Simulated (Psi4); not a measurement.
dimethylsulfoxide (C$_{2}$H$_{6}$OS), singlet, geometry from GFN2-xTB; HF/6-31G, TDHF in Psi4 1.11.

Psi4 was given this input:
```
memory 2 GB

molecule mol {
0 1
  S    -0.006382    0.257897   -0.455835
  O    -0.012849    1.457810    0.378576
  C     1.370763   -0.798195    0.187247
  C    -1.350002   -0.827729    0.208628
  H     1.279876   -0.896771    1.263088
  H    -2.298108   -0.352210   -0.019971
  H     1.324893   -1.764772   -0.300458
  H     2.304614   -0.302248   -0.056141
  H    -1.290832   -1.793166   -0.279902
  H    -1.240103   -0.924125    1.282891
symmetry c1
}

set basis 6-31g
set reference rhf
set puream true
set save_jk true
set tdscf_states [5]
set tdscf_tda false
set d_convergence 1e-8

energy('td-scf')
print_variables()
```

What the program printed (banner, timings and long lists left out):

```
   => Loading Basis Set <=

    Name: 6-31G
    Role: ORBITAL
    Keyword: BASIS

         ---------------------------------------------------------
                                   SCF
               by Justin Turney, Rob Parrish, Andy Simmonett
                          and Daniel G. A. Smith
                              RHF Reference
         ---------------------------------------------------------

  ==> Geometry <==

    Molecular point group: c1
    Full point group: C1

    Geometry (in Angstrom), charge = 0, multiplicity = 1:

       Center              X                  Y                   Z               Mass
    ------------   -----------------  -----------------  -----------------  -----------------
         S           -0.005363415922     0.181353534512    -0.431943040314    31.972071174400
         O           -0.011830415922     1.381266534512     0.402467959686    15.994914619570
         C            1.371781584078    -0.874738465488     0.211138959686    12.000000000000
         C           -1.348983415922    -0.904272465488     0.232519959686    12.000000000000
         H            1.280894584078    -0.973314465488     1.286979959686     1.007825032230
         H           -2.297089415922    -0.428753465488     0.003920959686     1.007825032230
         H            1.325911584078    -1.841315465488    -0.276566040314     1.007825032230
         H            2.305632584078    -0.378791465488    -0.032249040314     1.007825032230
         H           -1.289813415922    -1.869709465488    -0.256010040314     1.007825032230
         H           -1.239084415922    -1.000668465488     1.306782959686     1.007825032230

  Running in c1 symmetry.

  Rotational constants: A =      0.23071  B =      0.22471  C =      0.13869 [cm^-1]
  Rotational constants: A =   6916.58374  B =   6736.51536  C =   4157.91795 [MHz]
  Nuclear repulsion =  183.517465013065248

  Charge       = 0
  Multiplicity = 1
  Electrons    = 42
  Nalpha       = 21
  Nbeta        = 21

  ==> Algorithm <==

  SCF Algorithm Type is DF.
  DIIS enabled.
  MOM disabled.
  Fractional occupation disabled.
  Guess Type is SAD.
  Energy threshold   = 1.00e-06
  Density threshold  = 1.00e-08
  Integral threshold = 1.00e-12

  ==> Primary Basis <==

  Basis Set: 6-31G
    Blend: 6-31G
    Number of shells: 34
    Number of basis functions: 52
    Number of Cartesian functions: 52
    Spherical Harmonics?: true
    Max angular momentum: 1

   => Loading Basis Set <=

[...]
  @DF-RHF Final Energy:  -551.35140712849932
    Total Energy =                       -551.3514071284992042
Excited State    1 (1 A):   0.27063 au   168.36 nm f = 0.0091
[...]
     21a  ->  24a    -0.119988 ( 1.440%)
     21a  ->  25a    -0.264218 ( 6.981%)
     21a  ->  27a    -0.393723 (15.502%)
     21a  ->  34a    -0.144176 ( 2.079%)

Excited State    2 (1 A):   0.27324 au   166.75 nm f = 0.1410
  Sums of squares: Xssq =  1.004130e+00; Yssq =  4.130122e-03; Xssq - Yssq =  1.000000e+00
     21a  ->  22a    -0.976405 (95.337%)
     21a  ->  28a     0.108643 ( 1.180%)
     21a  ->  30a     0.116740 ( 1.363%)

Excited State    3 (1 A):   0.29834 au   152.72 nm f = 0.0000
  Sums of squares: Xssq =  1.004714e+00; Yssq =  4.714154e-03; Xssq - Yssq =  1.000000e+00
     20a  ->  23a    -0.806117 (64.982%)
     20a  ->  24a     0.140116 ( 1.963%)
     20a  ->  25a     0.286463 ( 8.206%)
     20a  ->  27a     0.414544 (17.185%)
     20a  ->  34a     0.166557 ( 2.774%)

Excited State    4 (1 A):   0.32395 au   140.65 nm f = 0.0051
  Sums of squares: Xssq =  1.002807e+00; Yssq =  2.807252e-03; Xssq - Yssq =  1.000000e+00
     19a  ->  23a    -0.123902 ( 1.535%)
     20a  ->  22a     0.722195 (52.157%)
     21a  ->  23a    -0.256720 ( 6.591%)
     21a  ->  25a    -0.422724 (17.870%)
     21a  ->  27a    -0.411697 (16.949%)

Excited State    5 (1 A):   0.34915 au   130.50 nm f = 0.2056
  Sums of squares: Xssq =  1.005082e+00; Yssq =  5.082091e-03; Xssq - Yssq =  1.000000e+00
     17a  ->  23a    -0.105141 ( 1.105%)
     19a  ->  25a    -0.111636 ( 1.246%)
     19a  ->  27a    -0.143277 ( 2.053%)
     20a  ->  22a    -0.587078 (34.466%)
     21a  ->  23a    -0.453914 (20.604%)
     21a  ->  24a    -0.242635 ( 5.887%)
     21a  ->  25a    -0.424622 (18.030%)
     21a  ->  27a    -0.335170 (11.234%)

******************************************************************************************
**********                               WARNING                                **********
**********       The names of excited state variables changed between 1.5       **********
**********     and 1.6. For a quick solution, remove the symmetry specifier     **********
**********   from the variable name. For full details, see 'Notes on Psivars'   **********
**********                        in the documentation.                         **********
******************************************************************************************

  Variable Map:
  ----------------------------------------------------------------------------
[...]
  Array Variable Map:
  ----------------------------------------------------------------------------
[...]
[...]
```
